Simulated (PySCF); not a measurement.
germyloxygermane (Ge₂H₆O), SMILES [GeH3][O][GeH3]. Atoms are numbered in the order given.

```xyz
9

O      0.0000     0.0000     0.7159
Ge    -1.6003     0.0000    -0.0647
H     -2.6160     0.0000     1.0818
H     -1.7438     1.2617    -0.9374
H     -1.7438    -1.2617    -0.9374
Ge     1.6003     0.0000    -0.0647
H      1.7438    -1.2617    -0.9374
H      1.7438     1.2617    -0.9374
H      2.6160     0.0000     1.0818
```

Coordinates come from a r2SCAN-D4/def2-SVP optimisation.

Two levels are set side by side: PBE/pcSseg-1 (PySCF) and PBE0/pcSseg-1 (PySCF). GIAO shifts against GeH4 (⁷³Ge), H2O (¹⁷O), TMS (¹H) at the same level; non-relativistic, no solvent, atoms listed together averaged. Differences are taken from unrounded values.

| quantity | PBE |
|---|---|
| δ(¹⁷O) of O1 (ppm) | -3.0 |
| δ(⁷³Ge) of Ge2, Ge6 (ppm) | 282.9 |
| δ(¹H) of H3, H4, H5, H7, H8, H9 (ppm) | 5.56 |

Q: These are the PBE values. What does PBE0 give? (An estimate is asked for; the answer gives what the named calculation found.)

A: 
```json
[
 {"quantity": "δ(¹⁷O) of O1 (ppm)", "PBE0": "-22.8", "PBE minus PBE0": "19.8"},
 {"quantity": "δ(⁷³Ge) of Ge2, Ge6 (ppm)", "PBE0": "259.8", "PBE minus PBE0": "23.0"},
 {"quantity": "δ(¹H) of H3, H4, H5, H7, H8, H9 (ppm)", "PBE0": "5.35", "PBE minus PBE0": "0.21"}
]
```

Rough cost on one machine, each run with all the roots and properties that it gave: PBE0 against PBE within a factor of 2.
